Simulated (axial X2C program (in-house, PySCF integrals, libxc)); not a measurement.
Nuclear properties of GeCN

Calculated with an in-house all-electron X2C program for linear molecules (integrals from PySCF): two-component X2C with atomic mean-field Coulomb and Gaunt terms, Gaussian nuclei, basis Ge dyall-v3z, C dyall-v3z, N dyall-av3z with contracted cores.

Ge–C–N held linear, with bonds 1.947 and 1.161 Å (near the PBE0 minimum at charge 0 of the determinant lowest at the starting distance; the state shown can have its own minimum elsewhere, held linear; other orders of the atoms were not compared).

Input and command:
```json
{"zs": [32, 6, 7], "q": 0, "bas": ["dyall-v3z", "dyall-v3z", "dyall-av3z"], "r0": [1.91, 1.16], "symm": 0, "scan": ["PBE0", "HF", "B3LYP"], "levels": ["PBE0", "HF", "LDA"], "nst": 2}
```
```bash
python solin.py task.json out
```

Keys: zs atomic numbers; q charge; bas basis sets; r0 starting distance in Å; symm equal bonds; scan levels of the two-bond scan; levels methods; nst determinants followed.

Determinant lowest in the PBE0 search, Ω = 1/2 (⟨Sz⟩ = -0.50, ⟨Lz⟩ = 1.00 at PBE0), spin on the atoms Ge -0.48, C 0.05, N -0.07:

| level | Eeff magnitude (GV/cm) | Ws magnitude Ge (kHz) | A∥/gI Ge (MHz) | qzz Ge (a.u.) | A∥/gI C (MHz) | qzz C (a.u.) | A∥/gI N (MHz) | qzz N (a.u.) | μ (D) |
| --- | --- | --- | --- | --- | --- | --- | --- | --- | --- |
| PBE0 | 0.14 | 0.107 | 1450 | -2.28 | 17 | -0.49 | 82.5 | -1.16 | -3.75 |
| HF | 0.376 | 0.304 | 1280 | -2.26 | 46.1 | -0.57 | 55 | -1.30 | -3.82 |
| LDA | 0.016 | 0.00182 | 1460 | -2.37 | 23.1 | -0.47 | 93.1 | -1.13 | -3.72 |

Determinant 0.12 eV from it at PBE0 and this distance, Ω = 3/2 (⟨Sz⟩ = 0.50, ⟨Lz⟩ = 1.00 at PBE0), spin on the atoms Ge 0.48, C -0.05, N 0.07:

| level | Eeff magnitude (GV/cm) | Ws magnitude Ge (kHz) | A∥/gI Ge (MHz) | qzz Ge (a.u.) | A∥/gI C (MHz) | qzz C (a.u.) | A∥/gI N (MHz) | qzz N (a.u.) | μ (D) |
| --- | --- | --- | --- | --- | --- | --- | --- | --- | --- |
| PBE0 | 0.318 | 0.0852 | 231 | -2.42 | -5.86 | -0.49 | 20 | -1.16 | -3.75 |
| HF | 0.822 | 0.227 | 268 | -2.39 | -20 | -0.56 | 21.4 | -1.30 | -3.82 |
| LDA | 0.17 | 0.0431 | 243 | -2.51 | -3.8 | -0.47 | 20.2 | -1.13 | -3.71 |

Eeff is the effective electric field on the electron electric dipole moment in this Ω state and Ws the scalar–pseudoscalar constant of the nucleus named (defined with the proton number Z and per Ω); A∥ (defined per Ω) follows by multiplying with gI = μI/(I μN); qzz is the electric field gradient, eQq0 = 234.96 MHz × Q/barn × qzz; μ is positive if the N end (last atom) is positive. The operators were transformed with the bare-nucleus X2C matrices; with these basis sets, hyperfine constants and field gradients can be off by tens of per cent, and where levels differ in sign neither size nor sign is settled.

(1) With gI(73Ge) = -0.1954, Q(73Ge) = -0.196 barn, gI(14N) = 0.4038, Q(14N) = 0.02044 barn (g factors from the IAEA table of nuclear moments by Stone; Q from Pyykkö, Mol. Phys. 2018), turn the PBE0 values of the first state into constants in MHz.

The molecule was held linear; bending was not examined, so a bent shape may lie lower.

Each state is one determinant with collinear spin. Unrestricted Hartree–Fock can overshoot spin polarisation at the nuclei. Where Eeff spreads by more than a factor of two the levels disagree and none is to be relied on. The search compared states at one distance, so a state with another bond length can lie lower. Where a field gradient or hyperfine factor spreads by more than a factor of two over the levels, a constant derived from it is not to be relied on. PBE0 term energies can be off by some tenths of an eV.

Results:

(1) A∥(73Ge) = 1450 × -0.1954 = -283 MHz; eQq0(73Ge) = 234.96 × (-0.196) × (-2.28) = 105 MHz; A∥(14N) = 82.5 × 0.4038 = 33.3 MHz; eQq0(14N) = 234.96 × (0.02044) × (-1.16) = -5.57 MHz.
